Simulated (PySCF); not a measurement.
F⁻ (fluorine, charge -1): UHF calculation

Configuration: [Ne], closed-shell 1S. All numbers are calculated (PySCF 2.14, the spin-free X2C one-electron Hamiltonian (Gaussian nucleus), in dyall-av3z).

* Total energy: -99.546039 hartree
* One-electron energy: -144.1428 hartree
* Hartree (Coulomb) energy: 54.8854 hartree
* Exchange energy: -10.2887 hartree
* ⟨S²⟩: 0.0000
* ⟨L²⟩: 0.000
* Sum of ⟨r⟩: 9.953 bohr
* Sum of ⟨r²⟩: 15.98 bohr²
* Langevin diamagnetic susceptibility: -12.7 ×10⁻⁶ cm³/mol

```tsv
shell	electrons	mean orbital energy (eV)	rms radius, mean of both spins (bohr)
1s	2	-703.55	0.204
2s	2	-29.330	1.15
2p	6	-4.915	1.49
```
